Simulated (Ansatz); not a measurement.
Basis sets compared for tetraphenylsilane, `c1ccc([Si](c2ccccc2)(c2ccccc2)c2ccccc2)cc1`. Charge 0, multiplicity 1. Geometry PBE-D4/def2-SVP. Ansatz on 2 threads of AMD EPYC 7R13 on a shared host and a share (18 GiB) of an NVIDIA H100 80GB HBM3; times are rough, and most runs start from earlier orbitals.

```xyz
45

C     3.308   -0.680    3.305
C     3.066    0.615    2.820
C     2.078    0.828    1.845
C     1.313   -0.246    1.338
Si   -0.001    0.001   -0.001
C     0.685   -0.517   -1.687
C     1.821   -1.347   -1.811
C     2.295   -1.738   -3.074
C     1.638   -1.307   -4.237
C     0.507   -0.480   -4.133
C     0.039   -0.087   -2.870
C    -1.504   -1.060    0.443
C    -1.954   -1.114    1.783
C    -3.083   -1.869    2.138
C    -3.779   -2.592    1.156
C    -3.344   -2.555   -0.178
C    -2.217   -1.795   -0.529
C    -0.497    1.825   -0.096
C    -1.683    2.311    0.496
C    -2.015    3.674    0.433
C    -1.164    4.577   -0.223
C     0.019    4.112   -0.820
C     0.346    2.748   -0.759
C     1.567   -1.542    1.844
C     2.557   -1.761    2.815
H     4.081   -0.848    4.071
H     3.648    1.466    3.207
H     1.894    1.850    1.478
H     2.350   -1.686   -0.906
H     3.186   -2.380   -3.150
H     2.011   -1.610   -5.227
H    -0.009   -0.134   -5.043
H    -0.840    0.574   -2.804
H    -1.409   -0.562    2.566
H    -3.416   -1.899    3.187
H    -4.661   -3.191    1.434
H    -3.883   -3.126   -0.950
H    -1.882   -1.779   -1.579
H    -2.363    1.612    1.009
H    -2.948    4.032    0.896
H    -1.426    5.645   -0.276
H     0.687    4.815   -1.341
H     1.270    2.395   -1.244
H     0.974   -2.397    1.479
H     2.738   -2.778    3.195
```

B3LYP takes the VWN-RPA correlation. Single mean-field runs in def2-SVP, def2-TZVP are fitted with def2-universal-jkfit.

Binding counts from free atoms (C triplet, Si triplet, H doublet) in the same basis, without a counterpoise term.

```
           level  functions  energy (Eh)  HOMO (eV)  LUMO (eV)  binding per atom (eV)  wall time
 PBE-D4/def2-SVP        454   -1214.0920      -6.05      -1.60                   5.42        9 s
  B3LYP-D4/6-31G        269   -1215.9943      -6.60      -0.47                   5.06       14 s
PBE0-D4/def2-SVP        454   -1214.2128      -7.07      -0.78                   5.32       10 s
```

Task: Estimate the rows for PBE-D4/def2-TZVP, B3LYP-D4/def2-TZVP, PBE0-D4/def2-TZVP (with forces).

Result: 
```json
{"level": "PBE-D4/def2-TZVP", "functions": "901", "energy (Eh)": "-1215.1602", "HOMO (eV)": "-6.11", "LUMO (eV)": "-1.74", "binding per atom (eV)": "5.35", "wall time": "14 s"}
{"level": "B3LYP-D4/def2-TZVP", "functions": "901", "energy (Eh)": "-1216.5892", "HOMO (eV)": "-6.85", "LUMO (eV)": "-1.06", "binding per atom (eV)": "5.16", "wall time": "14 s"}
{"level": "PBE0-D4/def2-TZVP (with forces)", "functions": "901", "energy (Eh)": "-1215.2686", "HOMO (eV)": "-7.08", "LUMO (eV)": "-0.91", "binding per atom (eV)": "5.24", "wall time": "17 s"}
```
